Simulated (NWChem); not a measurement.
BeO in NWChem

SMILES: [Be]=[O]
```xyz
2

Be     0.0000     0.0000     0.9063
O      0.0000     0.0000    -0.4531
```
Charge 0, spin multiplicity 1.

The numbers come from NWChem runs, not from measurements. Structure: optimised with PBE/def2-SVP, a minimum by its harmonic frequencies.

Symmetry labels belong to the abelian group C2v used in the runs, with the axes of the coordinates shown; states degenerate in a higher group split over its labels.

The structure started from a generated list of species.

List the lowest 4 singlet excitations that TD-PBE/def2-SVPD gives, with oscillator strengths.


| state | symmetry | energy (eV) | wavelength (nm) | f |
|---|---|---|---|---|
| 1 | b2 | 1.34 | 925 | 0.011 |
| 2 | b1 | 1.34 | 925 | 0.011 |
| 3 | a1 | 2.54 | 488 | 0.025 |
| 4 | a2 | 5.49 | 226 | 0.000 |
